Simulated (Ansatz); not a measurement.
Cost and result for the atomization energy of CH5BrSSi, SMILES `C[SiH](S)Br` (9 atoms, 8 bonds).

Z-matrix (Å, degrees):
```
C
Si 1 1.856
H 1 1.092 2 110.2
H 1 1.092 2 109.9 3 120.3
H 1 1.092 2 110.6 3 -119.7
S 2 2.127 1 112.8 3 -178.6
Br 2 2.231 1 107.7 3 57.8
H 2 1.480 1 113.1 3 -60.5
H 6 1.344 2 94.4 1 -53.3
```

Total charge 0; spin multiplicity 1. Correlated methods include outer-core shells of Br, which these sets cover unevenly. Scalar relativity is left out up to krypton. The structure was optimised at the PBE0-D4/def2-TZVP level. It is one conformer, not always the lowest. Program: Ansatz. All runs use 4 threads of an Arm Neoverse V2 on a shared host. Times are those of one run each, without the atoms' runs, and a repeat can differ threefold. Electronic energies, without spin–orbit coupling; frozen cores. CCSD(T)/CBS adds CCSD(T) − MP2 in def2-TZVPP to the MP2 limit, and its time is that of the two runs behind it. T1 = 0.009. With those shells the extrapolation isn't a true limit. HSE06 is the plane-wave form, built on full-range PBE exchange.

CCSD(T)/CBS is a level of theory with its own doubt, some kJ/mol a heavy atom from the limit and from the frozen cores, so smaller differences don't rank the functionals.

| level | functions | wall time |
| --- | --- | --- |
| BLYP-D4/def2-TZVPP | 233 | 2 s |
| PBE-D4/def2-TZVPP (with forces) | 233 | 2.3 s |
| HSE06-D4/def2-TZVPP | 233 | 3.4 s |
| BHLYP-D4/def2-TZVPP | 233 | 3.5 s |
| CCSD(T)/def2-SVP | 107 | 4.5 s |
| r2SCAN-D4/def2-TZVPP (with forces) | 233 | 4.8 s |
| B2PLYP/def2-TZVPP | 233 | 5.5 s |
| ωB97X-V/def2-TZVPP | 233 | 8 s |
| B97M-V/def2-TZVPP | 233 | 8.5 s |
| ωB97M-V/def2-TZVPP (with forces) | 233 | 12 s |
| MP2/def2-QZVPP | 436 | 19 s |
| CCSD(T)/def2-TZVPP | 233 | 2.1 min |
| CCSD(T)/CBS(def2) | – | 2.4 min |

**Question.** What atomization energy does each give, and how far from CCSD(T)/CBS? (An estimate is asked.)

**Answer.** The calculation gave: 
| level | atomization (kJ/mol) | difference from CCSD(T)/CBS | per bond |
| --- | --- | --- | --- |
| BLYP-D4/def2-TZVPP | 2955.4 | -53.9 | -6.7 |
| PBE-D4/def2-TZVPP (with forces) | 3020.1 | 10.8 | 1.4 |
| HSE06-D4/def2-TZVPP | 2999.2 | -10.1 | -1.3 |
| BHLYP-D4/def2-TZVPP | 2931.9 | -77.4 | -9.7 |
| CCSD(T)/def2-SVP | 2791.9 | -217.4 | -27.2 |
| r2SCAN-D4/def2-TZVPP (with forces) | 3013.3 | 4.0 | 0.5 |
| B2PLYP/def2-TZVPP | 2948.3 | -61.0 | -7.6 |
| ωB97X-V/def2-TZVPP | 3013.0 | 3.7 | 0.5 |
| B97M-V/def2-TZVPP | 3017.1 | 7.8 | 1.0 |
| ωB97M-V/def2-TZVPP (with forces) | 3008.2 | -1.1 | -0.1 |
| MP2/def2-QZVPP | 3003.4 | -5.9 | -0.7 |
| CCSD(T)/def2-TZVPP | 2920.0 | -89.3 | -11.2 |
| CCSD(T)/CBS(def2) | 3009.3 | 0.0 | 0.0 |

In def2-TZVPP, CCSD(T) changes the Hartree–Fock value by +678.3 kJ/mol (the triples alone add +40.9 kJ/mol) and MP2 by +709.5 kJ/mol; breaking electron pairs costs correlation energy, which Hartree–Fock lacks. From PBE to PBE0 (25 % exact exchange), in def2-TZVPP and without D4, the atomization energy moves by −19.2 kJ/mol: exact exchange takes away binding that semilocal exchange gives to molecules. At CCSD(T), def2-SVP lies −217.4 kJ/mol from the extrapolated value and def2-TZVPP −89.3 kJ/mol: correlation converges slowly with the basis, and small sets miss more of it in the bonded molecule than in its fragments.
